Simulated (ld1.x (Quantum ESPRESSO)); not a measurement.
# An all-electron radial function and its pseudo partner (F (Z = 9))

Columns: radius, all-electron u(r) and pseudo u(r) of the 2p shell (level -11.71 eV) of fluorine in the configuration [He] 2s1 2p6; LDA (PZ), non-relativistic, TM semilocal scheme, ld1.x (Quantum ESPRESSO) 7.5.

```
r (bohr)  all-electron  pseudo
   0.082        0.1005  0.0315
   0.165        0.2917  0.1231
   0.248        0.4826  0.2620
   0.330        0.6391  0.4267
   0.413        0.7571  0.5986
   0.495        0.8357  0.7521
   0.578        0.8825  0.8737
   0.660        0.9030  0.9512
   0.742        0.9039  0.9854
   0.825        0.8902  0.9818
   0.908        0.8661  0.9500
   0.990        0.8352  0.9017
   1.072        0.7999  0.8461
   1.155        0.7616  0.7894
   1.238        0.7219  0.7360
   1.320        0.6824  0.6882
   1.402        0.6433  0.6451
   1.485        0.6047  0.6050
   1.568        0.5673  0.5673
   1.650        0.5318  0.5318
   1.733        0.4975  0.4975
   1.815        0.4653  0.4653
   1.898        0.4344  0.4344
   1.980        0.4056  0.4056
   2.062        0.3783  0.3783
   2.145        0.3524  0.3524
```

How many radial nodes do the two functions have?

The all-electron 2p function has n − l − 1 = 0; the pseudo-wave has 0.

At about which radius was the pseudo-wave matched?

1.65 bohr. The columns agree to 0.0005 from 1.49 bohr on; several derivatives are matched, so the curves merge somewhat inside the radius.

Where does each function peak?

Outermost all-electron maximum near 0.74 bohr, pseudo maximum near 0.74 bohr (to the table’s step).

Is the pseudo-wave norm-conserving?

Yes: the TM semilocal scheme keeps the norm inside the radius equal to the all-electron one, which fixes the energy derivative of the logarithmic derivative at the level.
